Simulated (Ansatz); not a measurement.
C$_{3}$H$_{9}$GaO. Charge 0, multiplicity 1. The bonds changed during the relaxation, so this is another structure than the one it started from. Geometry: relaxed with PBE0-D4/def2-TZVP. It is one conformer, not always the lowest.

```xyz
14

C     1.625   -1.505    0.375
O     2.154   -0.222    0.353
Ga    2.309    1.533    0.035
C    -1.139    0.947   -0.943
C    -1.491    0.506    0.466
H     2.385   -2.241    0.086
H     0.777   -1.609   -0.315
H     1.271   -1.765    1.380
H    -0.367    0.308   -1.380
H    -2.007    0.906   -1.605
H    -0.768    1.976   -0.960
H    -0.618    0.532    1.124
H    -2.256    1.151    0.906
H    -1.875   -0.517    0.478
```

Q: What is the dipole moment at PBE/def2-TZVPP? (An estimate is asked.)

A: Computed: 0.69 D, with components (-0.64, -0.12, -0.25) D in this frame, pointing from negative to positive charge.

Q: And with r2SCAN, B3LYP, ωB97M-V? (Estimate.)

A: The calculation gave: r2SCAN 0.74 D, B3LYP 0.69 D, ωB97M-V 0.68 D.

Q: Give the Mulliken charges with PBE, B3LYP, r2SCAN in def2-TZVPP. (Best estimate.)

A: Ansatz gave: 
```csv
atom,PBE,B3LYP,r2SCAN
C1,-0.11,-0.09,0.04
O2,-0.31,-0.39,-0.41
Ga3,0.17,0.23,0.23
C4,-0.25,-0.25,-0.14
C5,-0.22,-0.22,-0.11
H6,0.09,0.10,0.05
H7,0.07,0.07,0.04
H8,0.09,0.09,0.05
H9,0.08,0.08,0.04
H10,0.08,0.08,0.04
H11,0.08,0.08,0.05
H12,0.07,0.07,0.03
H13,0.08,0.08,0.05
H14,0.08,0.08,0.04
```

B3LYP here is the variant with VWN-RPA as its local correlation; programs differ in this.
